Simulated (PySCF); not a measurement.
From one molecule to another.

First species: C5H10N2SSi.
Cartesian coordinates in Å at the GFN2-xTB level; atoms count from 1:
```xyz
19
C5H10N2SSi angstrom
C      2.7890   -1.3714   -0.3465
S      1.2521   -1.3998    0.6189
C      0.2441   -0.2558   -0.3766
C      0.6130    1.2305   -0.1999
C     -0.7338    1.8027    0.2921
Si    -1.5218    0.0647    0.3265
N     -2.0743   -0.5275    1.8378
C     -2.8880   -0.2981   -0.8929
N     -3.7188   -0.5123   -1.6503
H      3.1675   -0.3542   -0.3992
H      2.5961   -1.7597   -1.3434
H      3.4999   -2.0071    0.1711
H      0.3173   -0.6014   -1.4077
H      0.9509    1.6860   -1.1304
H      1.3954    1.3544    0.5485
H     -0.6577    2.3132    1.2485
H     -1.1729    2.5030   -0.4144
H     -2.6170   -1.3759    1.8699
H     -1.4508   -0.4818    2.6287
```

Second species: C5H10OSi2.
SMILES: `CC#C[Si@@H]1CC[SiH2]O1`

Levels: PBE0/pcSseg-1 for HOMO energy, LUMO energy and HOMO–LUMO gap. Geometries: GFN2-xTB. Each structure is a single optimised conformer of the isolated species, non-relativistic unless stated; the electronic structure was computed with PySCF and density fitting.

Dipoles, sizes and rotational constants follow the conformer. The torsions of the flexible species, by atom-mapped SMILES:
- `[CH3:1][S:2][C@@H:3]1[CH2:4][CH2:5][Si@@:6]1([NH2:7])[C:8]#[N:9]`: C1–S2–C3–C4 -75°, H–N7–Si6–C5 171°, H–N7–Si6–C5 -50°

The conformers of `CC#C[Si@@H]1CC[SiH2]O1` aren't listed.

| property | column X | column Y |
| --- | --- | --- |
| HOMO energy | -6.48 eV | -7.60 eV |
| LUMO energy | -0.53 eV | 0.00 eV |
| HOMO–LUMO gap | 5.95 eV | 7.60 eV |

(1) Which column belongs to which species?

(2) How does each property change from the first species to the second?

## Answers

(1) Column X is the first species and column Y the second. The first has 19 atoms and 84 electrons, the second 18 and 76.

(2) HOMO energy -1.12 eV; LUMO energy +0.53 eV; HOMO–LUMO gap +1.65 eV.

